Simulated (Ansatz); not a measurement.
thienothiophene (C₆H₄S₂), singlet, at a GFN2-xTB geometry; BLYP/def2-SVP run with Ansatz (a quantum-chemistry and plane-wave program).

Here is a job for Ansatz.
Ansatz 0.2 input:
```yaml
crystal:
  periodic: [false, false, false]
  atoms:
    - {symbol: C, position_ang: [2.22003131, -0.07797162, 0.44942758]}
    - {symbol: C, position_ang: [1.63481759, 0.09787413, -0.76183178]}
    - {symbol: C, position_ang: [0.22889463, 0.09082685, -0.64938130]}
    - {symbol: S, position_ang: [-1.09106418, 0.25587010, -1.75177317]}
    - {symbol: C, position_ang: [-2.22003131, 0.07797162, -0.44942758]}
    - {symbol: C, position_ang: [-1.63481759, -0.09787413, 0.76183178]}
    - {symbol: C, position_ang: [-0.22889463, -0.09082685, 0.64938130]}
    - {symbol: S, position_ang: [1.09106418, -0.25587010, 1.75177317]}
    - {symbol: H, position_ang: [3.26754805, -0.11651960, 0.67385468]}
    - {symbol: H, position_ang: [2.17150947, 0.22543816, -1.68349378]}
    - {symbol: H, position_ang: [-3.26754805, 0.11651960, -0.67385468]}
    - {symbol: H, position_ang: [-2.17150947, -0.22543816, 1.68349378]}
basis:
  gaussian:
    orbitals: def2-SVP
    point_charges:
      - {charge: -1.0, position_ang: [-1.7612, 4.4480, -4.1579]}
hamiltonian:
  xc: blyp
```

It wrote (shortened):

```
Functional definition: BLYP
1590 factors; their error is unknown
mean field evaluation 1: about -27916.5921 eV, gradient 9.9e1 eV
mean field evaluation 2: about -27835.5141 eV, gradient 2.0e2 eV
mean field evaluation 4: about -27939.2510 eV, gradient 3.8e1 eV
mean field evaluation 8: about -27943.0859 eV, gradient 3.6e-1 eV
mean field evaluation 16: about -27942.9825 eV, gradient 5.9e-4 eV
mean field -27942.98251763 eV, -1026.8856670890 hartree, gradient 4.8e-5 eV, S^2 0.000000; 0 other end points of the search recorded, 0 dependent functions left out
reference -27942.98282663 eV, -1026.8856784446 hartree; 36, 36 occupied and 104, 104 virtual orbitals, 1590 factors
Total energy: -27942.98282663 eV, -1026.8856784446 hartree
```
